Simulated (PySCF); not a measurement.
## Simulated characterisation data

Isolated molecule, non-relativistic Hamiltonian, averaged over atoms made equivalent by symmetry, fast rotation or ring inversion, one computed conformer. GIAO PBE0/pcSseg-1 shieldings; structure optimised with GFN2-xTB; PySCF.

Referencing at the same level of theory: $^{1}$H and $^{13}$C against TMS. Splittings of carbon signals by F and P are missing where no couplings were computed. Where no couplings were computed, multiplicities follow the n + 1 count of equivalent neighbours, and m marks all less simple cases (inequivalent or close neighbours, rings, F or P nearby). Shifts are as computed. Against solution values, carbons near 30 ppm lie about +3 ppm off and those near 130 ppm about +5 ppm; carbons on Cl a further +6 ppm. Of 1211 compounds with measured shifts, 218 miss one by over three times the rms of a fit or turn the order of signals round; such compounds aren't used in these exercises. Carbons bonded to Cl come out too deshielded.

**1.** `[SiH2](C=C)[C@H](C)[SiH3]`, C₄H₁₂Si₂. $^{1}$H NMR (600 MHz, computed): δ 6.50 (m, 1H), 6.40 (m, 1H), 6.21 (m, 1H), 4.41 (m, 1H), 4.32 (m, 1H), 3.90 (d, 3H), 1.29 (d, 3H), 0.35 (m, 1H). $^{13}$C{$^{1}$H} NMR (computed): δ 142.6 (CH2), 141.8 (CH), 15.4 (CH3), 2.3 (CH).

**2.** Perfluoropropionyl Chloride (O=C(Cl)C(F)(F)C(F)(F)F, C₃ClF₅O). $^{13}$C{$^{1}$H} NMR (computed): δ 175.4, 127.1, 115.0.
